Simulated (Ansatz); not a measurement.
Basis-set extrapolation for `CO[Si](C)O` radical (PBE0-D4/def2-TZVP geometry, frozen core, Ansatz 0.2.0). Multiplicity 2, UHF reference.

|  | def2-TZVPP | def2-QZVPP |
| --- | --- | --- |
| HF | -518.641533 | -518.662665 |
| MP2 correlation | -0.927309 | -0.997068 |
| CCSD(T) correlation | -1.000616 | not run |

Energies in hartree. Use E(X) = E(∞) + A·exp(−7.88·√X) for Hartree–Fock and E(X) = E(∞) + B·X^(−2.97) for correlation, with X = 3 and 4, and add CCSD(T) minus MP2 of the smaller set to the MP2 limit.

Question: What is the CCSD(T) energy at the basis-set limit?

Answer: HF limit: -518.662665 + (-0.021132) × 0.13774 = -518.66558. MP2 limit: -0.997068 + (-0.069759) × 0.74074 = -1.04874. Higher-order term: -1.000616 − (-0.927309) = -0.07331. Total: -519.78763 hartree, 91.3 kcal/mol below CCSD(T)/def2-TZVPP.
